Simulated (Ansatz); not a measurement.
Abridged output of a molecular run in Ansatz:

```
Functional definition: HF
1685 factors; integrals over basis functions are off by at most 1.0e-3 eV
mean field evaluation 1: about -19119.2468 eV, gradient 5.0e1 eV
mean field evaluation 2: about -19119.4617 eV, gradient 5.0e1 eV
mean field evaluation 4: about -19124.9840 eV, gradient 4.5e0 eV
mean field evaluation 8: about -19125.0805 eV, gradient 3.3e-1 eV
mean field evaluation 16: about -19125.0810 eV, gradient 1.2e-6 eV
mean field -19125.08104037 eV, -702.8337647881 hartree, gradient 1.2e-6 eV, S^2 0.000000; 0 other end points of the search recorded, 0 dependent functions left out
13 core orbitals not correlated: weight in the atoms' cores, before any rotation towards them, 1.000 or more for the frozen orbitals, at most 0.000 for the correlated occupied ones
reference -19125.08104037 eV, -702.8337647881 hartree; 15, 15 occupied and 261, 261 virtual orbitals, 1685 factors
second order -22.86641012 eV of doubles, -0.00000000 eV of singles
cycle   1  -23.54435792 eV  change   -6.8e-1 eV  update   1.0e-1
cycle   2  -24.13694559 eV  change   -5.9e-1 eV  update   3.2e-2
cycle   3  -24.25695617 eV  change   -1.2e-1 eV  update   1.6e-2
cycle   4  -24.24597589 eV  change    1.1e-2 eV  update   4.1e-3
cycle   5  -24.24490692 eV  change    1.1e-3 eV  update   1.8e-3
cycle   6  -24.24530989 eV  change   -4.0e-4 eV  update   5.3e-4
cycle   7  -24.24491855 eV  change    3.9e-4 eV  update   2.0e-4
cycle   8  -24.24484351 eV  change    7.5e-5 eV  update   6.4e-5
cycle   9  -24.24486250 eV  change   -1.9e-5 eV  update   2.7e-5
perturbative correction -0.89855632 eV, -0.0330213358 hartree
Total energy: -19150.22445919 eV, -703.7577683869 hartree
```

Its atoms:

Cartesian coordinates in Å:
```
N 1.342 -0.568 -0.758
C 1.315 -0.982 0.712
Al 0.136 0.528 0.413
O 0.815 2.079 0.678
Si -2.220 0.183 -0.148
H 2.233 -0.181 -1.042
H 1.078 -1.300 -1.403
H 2.305 -0.898 1.156
H 0.945 -2.000 0.810
H 0.356 2.881 0.437
H -2.757 1.190 -1.112
H -3.122 0.221 1.041
H -2.427 -1.155 -0.785
```

Q: Which basis set was used?
A. cc-pV(D+d)Z
B. cc-pV(Q+d)Z
C. def2-TZVPP
D. def2-QZVPP

A: C. It gives 289 functions.

Q: Write the keys of the input that set method, charge and spin (a neutral closed shell needs none for the last two).

A: 
```yaml
correlation: {method: ccsd_t}
```
